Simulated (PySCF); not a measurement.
H2O3Si, SMILES O=[Si](O)O. Geometry optimised at B3LYP-D3(BJ)/def2-SVP. One conformer was computed; it need not be the lowest.

Computed equilibrium geometry at B3LYP-D3(BJ)/def2-SVP (PySCF confirms it by a frequency run) as a Z-matrix, and its point group (one conformer of several):
point group C2v.
```
Si
O 1 1.5280
O 1 1.6346 2 128.22
H 3 0.9665 1 114.66 2 0.00
O 1 1.6346 2 128.22 3 180.00
H 5 0.9665 1 114.66 2 0.00
```
Charge 0, spin multiplicity 1.
